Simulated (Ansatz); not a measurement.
C$_{3}$H$_{6}$BFSi (`C#C[SiH2]B(C)F`), relaxed with RKS PBE0-D4/def2-TZVP in the Gaussian-basis code of Ansatz from a PBE-D4/def2-SVP geometry. The force threshold is 0.005 eV/Å; the program also tests the step.

Total charge 0; spin multiplicity 1.

Start:

```xyz
12

C    -2.571    0.936    0.602
C    -1.848    0.087    0.084
Si   -0.686   -1.138   -0.656
B     1.257   -0.574   -0.291
C     1.648    0.761    0.421
F     2.215   -1.407   -0.729
H    -3.218    1.677    1.053
H    -0.954   -1.223   -2.139
H    -0.979   -2.497   -0.072
H     1.014    0.945    1.314
H     1.402    1.597   -0.275
H     2.721    0.835    0.689
```

```csv
step,energy (eV),largest force (eV/Å),largest move (Å)
1,-14471.3503,1.561,0.000
2,-14471.4078,0.151,0.041
3,-14471.4106,0.056,0.012
4,-14471.4107,0.039,0.016
5,-14471.4109,0.010,0.004
6,-14471.4109,0.009,0.005
7 (rejected),-14471.4109,0.035,0.010
8,-14471.4110,0.005,0.005
9,-14471.4111,0.013,0.023
10,-14471.4111,0.021,0.020
11,-14471.4112,0.037,0.031
12,-14471.4113,0.032,0.013
13,-14471.4114,0.051,0.035
14,-14471.4114,0.060,0.042
15,-14471.4115,0.044,0.012
16,-14471.4115,0.029,0.003
17,-14471.4116,0.013,0.010
18,-14471.4116,0.015,0.017
19,-14471.4116,0.040,0.052
20,-14471.4117,0.009,0.015
21,-14471.4117,0.012,0.009
22,-14471.4117,0.008,0.021
23,-14471.4117,0.011,0.016
24,-14471.4117,0.007,0.003
25,-14471.4117,0.003,0.001
```

End:

```xyz
12

C    -2.569    0.948    0.526
C    -1.845    0.107    0.053
Si   -0.690   -1.129   -0.641
B     1.245   -0.554   -0.305
C     1.656    0.751    0.431
F     2.187   -1.376   -0.763
H    -3.218    1.685    0.940
H    -0.959   -1.259   -2.100
H    -0.970   -2.445   -0.005
H     1.205    0.770    1.430
H     1.223    1.617   -0.084
H     2.735    0.886    0.518
```

Hardware: 4 threads of an Arm Neoverse V2 on a shared host. Wall time 89 s, peak host memory 0.64 GiB.
